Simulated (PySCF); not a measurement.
Compound: C7H4ClFO.
Numbering: `[O:1]=[C:2]([F:3])[c:4]1[cH:5][cH:6][c:7]([Cl:8])[cH:9][cH:10]1` (hydrogens: H11 on C5; H12 on C6; H13 on C9; H14 on C10)

Computed geometry: GFN2-xTB, gas phase.

Q: Give the optimised bond lengths and angles.

A: 
| bond | length (Å) | order |
| --- | --- | --- |
| O1=C2 | 1.185 | double |
| C2–F3 | 1.369 | single |
| C2–C4 | 1.462 | single |
| C4–C5, C4–C10 | 1.397 | aromatic |
| C5–C6, C9–C10 | 1.379 | aromatic |
| C6–C7, C7–C9 | 1.390 | aromatic |
| C7–Cl8 | 1.720 | single |
| C5–H11, C10–H14 | 1.079 | single |
| C6–H12, C9–H13 | 1.078 | single |

Bonds in one row agree within 0.01 Å and their mean is given. Orders are formal, as drawn. A selection of angles:
| angle | degrees |
| --- | --- |
| O1–C2–F3 | 118.8 |
| O1–C2–C4 | 129.1 |
| F3–C2–C4 | 112.2 |
| C2–C4–C5 | 122.1 |
| C2–C4–C10 | 118.1 |
| C5–C4–C10 | 119.8 |
| C4–C5–C6 | 120.0 |
| C4–C5–H11 | 119.9 |
| C6–C5–H11 | 120.0 |
| C5–C6–C7 | 119.6 |
| C5–C6–H12 | 120.5 |
| C7–C6–H12 | 119.9 |
| C6–C7–Cl8 | 119.5 |
| C6–C7–C9 | 121.0 |
| C9–C10–H14 | 120.9 |

Torsions: O1–C2–C4–C5 180° (antiperiplanar).

Of the pairs four or more bonds apart, F3···H11 is among the closest relative to their van der Waals radii: 2.38 Å, 89 % of the sum of Bondi's values. The 6-membered ring C4–C5–C6–C7–C9–C10 has internal angles of 119.3° to 121.0° (sum 720°, against 720° for a flat polygon); it is planar, 0.00 Å rms from its mean plane, widest ring torsion 0°. The 10 heavy atoms lie in one plane (0.001 Å rms). The 7 C–C bonds span 1.378 Å (C9–C10, aromatic) to 1.462 Å (C2–C4, drawn single), a spread of 0.084 Å.

Point group: Cs (tolerance 0.08 Å). GFN2-xTB frequencies: not computed here. The numbers are those of one conformer.
